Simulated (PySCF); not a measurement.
Vibration and rotation of BiF

UHF-CCSD(T) constants of BiF, ³Σ⁻ (triplet), unpaired electrons π ↑↑ (Bi def2-SVPD with ECP60, F def2-SVPD; scalar-relativistic core potentials (PySCF 2.14); masses 208.9804 and 18.9984 u):

| Quantity | Value |
| --- | --- |
| ωe | 535.8 cm⁻¹ |
| ωexe | 2.27 cm⁻¹ |
| Be | 0.22431 cm⁻¹ |
| αe | 0.00131 cm⁻¹ |
| De to Bi + F | 3.61 eV |

**Question.** What force constant and bond length do these constants imply?

**Answer.** Reduced mass μred = 17.415 u; k = 5.8918×10⁻⁷·μred·ωe² (u, cm⁻¹, mdyn/Å) = 2.95 mdyn/Å; Re = √(16.8576/(μred·Be)) (u, cm⁻¹, Å) = 2.077 Å.

**Question.** Estimate the centrifugal constant D from the Kratzer relation and find the Dunham coefficient a1.

**Answer.** D = 4Be³/ωe² = 1.57e-07 cm⁻¹; a1 = −1 − αeωe/(6Be²) = -3.33.

Correlated steps freeze 5 core orbitals. Correlated levels converge slowly with the basis: in double zeta they bind strong bonds too weakly, by up to about 1 eV, and carry superposition errors of some tenths. Spin–orbit coupling is left out, which matters for elements this heavy, above all for dissociation energies. The state was picked by a PBE0 search and need not be the measured ground state.
